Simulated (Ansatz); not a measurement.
The cluster Na5O3. The state is a doublet with charge 0. Geometry r2SCAN-D4/def2-SVP.

Cartesian coordinates in Å:
```
Na -1.8753 -0.8354 1.5967
Na 2.7498 -1.0463 -2.8528
Na -0.9957 1.9610 1.3598
Na -0.6250 0.0645 -1.4767
Na 1.4375 -0.4016 0.6746
O -0.0690 0.1846 2.0876
O 1.4033 -0.5543 -1.4410
O -2.0257 0.6275 0.0519
```

At HF/STO-3G the charge 0 doublet is spin-contaminated (final ⟨S²⟩ up to 1.03, 0.75 for a pure state). At HF/STO-3G the highest occupied level of the charge 0 doublet lies above zero (up to 4.95 eV). In Hartree–Fock with STO-3G the lack of diffuse functions raises the level. The structure comes from a short search, and lower isomers may exist.

Question: Estimate the α-spin orbital energies around the gap (eV) in Ansatz with HF/STO-3G, HF/def2-TZVP, PBE-D4/def2-SVP, PBE-D4/def2-TZVP, PBE0-D4/def2-TZVP.

Answer: 
| orbital | HF/STO-3G | HF/def2-TZVP | PBE-D4/def2-SVP | PBE-D4/def2-TZVP | PBE0-D4/def2-TZVP |
| --- | --- | --- | --- | --- | --- |
| HOMO−5 | -2.47 | -7.63 | -3.61 | -3.69 | -5.22 |
| HOMO−4 | -1.86 | -7.15 | -3.57 | -3.59 | -4.89 |
| HOMO−3 | -1.83 | -6.78 | -3.51 | -3.56 | -4.87 |
| HOMO−2 | 0.84 | -6.51 | -3.39 | -3.38 | -4.36 |
| HOMO−1 | 0.86 | -6.24 | -3.16 | -3.17 | -4.18 |
| HOMO | 0.91 | -6.22 | -2.97 | -2.98 | -3.95 |
| LUMO | 12.95 | 0.09 | -1.67 | -1.67 | -1.10 |
| LUMO+1 | 14.95 | 0.79 | -0.92 | -0.92 | -0.30 |
| LUMO+2 | 15.91 | 0.98 | -0.31 | -0.35 | 0.16 |
| LUMO+3 | 16.74 | 1.09 | -0.01 | -0.19 | 0.27 |
| LUMO+4 | 17.28 | 1.54 | 0.03 | -0.04 | 0.48 |
| LUMO+5 | 21.09 | 1.70 | 0.71 | 0.18 | 0.65 |
| β HOMO | 4.95 | -5.55 | -2.96 | -2.97 | -3.42 |
| β LUMO | 12.96 | 0.09 | -2.06 | -2.14 | -1.11 |
